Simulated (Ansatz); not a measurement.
`F[CH2][ZnH]` + `FCB1N[SiH2]1` → `F[CH2][Zn][F]` + `CB1N[SiH2]1`  (redistribution)

Calculated with Ansatz (gas phase, PBE0-D4/def2-TZVP geometries, no zero-point term in ΔE). CBS: MP2 limit from def2 TZ/QZ plus the TZ coupled-cluster correction, frozen cores. DFT in def2-TZVPP. For Zn outer-core shells are correlated without core-valence functions, which leaves a few kJ/mol of doubt a bond. Scalar relativity is left out up to krypton. Each species was taken in one conformer, which may not be the lowest.

`F[CH2][ZnH]`:

Cartesian coordinates in Å:
```
F 1.601 0.608 0.002
C 0.583 -0.341 0.179
Zn -1.149 0.476 -0.291
H 0.626 -0.676 1.221
H 0.830 -1.204 -0.448
H -2.491 1.137 -0.664
```

`FCB1N[SiH2]1`:

Z-matrix (Å, degrees):
```
C
B 1 1.561
F 1 1.387 2 113.5
H 1 1.098 2 110.3 3 121.1
H 1 1.098 2 110.3 3 -121.1
Si 2 1.925 1 162.5 3 -0.1
N 2 1.383 1 136.0 3 179.9
H 6 1.485 2 125.0 1 -88.6
H 6 1.485 2 125.0 1 88.7
H 7 1.009 2 138.1 1 -0.0
```

`F[CH2][Zn][F]`:

```xyz
6

F    -0.274   -0.798    1.523
C    -0.613   -0.284    0.276
Zn    0.951    0.506   -0.566
F     2.360    1.217   -1.323
H    -1.019   -1.100   -0.328
H    -1.404    0.458    0.418
```

`CB1N[SiH2]1`:

```xyz
10

C    -0.704    1.584   -0.166
B    -0.091    0.166   -0.024
N     1.123   -0.415    0.290
Si    0.047   -1.769   -0.010
H    -1.125    1.719   -1.167
H    -1.537    1.708    0.532
H     0.020    2.384    0.015
H     2.052   -0.110    0.539
H     0.417   -2.619   -1.174
H    -0.201   -2.647    1.165
```

```
       level  ΔE (kcal/mol)
      r2SCAN          -46.4
HF/CBS(def2)          -46.0
```

Q: What does CCSD(T)/CBS give? (An estimate is asked.)

A: The calculation gave: -48.2 kcal/mol. The listed levels differ from it by 1.8, 2.2 kcal/mol.

Largest T1 diagnostic among the species: 0.016.

In def2-TZVPP, CCSD(T) changes the Hartree–Fock value by −1.4 kcal/mol (the triples alone add −0.0 kcal/mol) and MP2 by −4.2 kcal/mol.
